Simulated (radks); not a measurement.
Coulomb parameter of the 4d shell of the molybdenum ion Mo2+ in the model configuration [Kr] 4d2.5 5p1.5, as a second difference U = [E(n + 0.25) + E(n - 0.25) - 2 E(n)] / (0.25)^2 with all orbitals relaxed. "Bare": the charge of the atom changes with n. "Screened": the 5p shell takes up the change at fixed total charge, which measures U(4d,4d) + U(5p,5p) - 2 U(4d,5p). All-electron calculation, scalar-relativistic Kohn-Sham, SCAN, spin-unpolarised, spherical densities, finite nucleus; meta-GGA in the generalised Kohn-Sham scheme; Fermi nuclear charge, rms radius 4.4091 fm. Program: a radial shooting solver on a logarithmic mesh with Libxc functionals.

case	configuration	E - E(n) (eV)
start	[Kr] 4d2.5 5p1.5	0.000
bare +0.25	[Kr] 4d2.75 5p1.5	-6.304
bare -0.25	[Kr] 4d2.25 5p1.5	7.049
screened +0.25	[Kr] 4d2.75 5p1.25	-2.826
screened -0.25	[Kr] 4d2.25 5p1.75	2.957

U(bare) = 11.926 eV, U(screened by 5p) = 2.099 eV, against the Slater integral F0(4d,4d) = 15.333 eV with frozen orbitals.
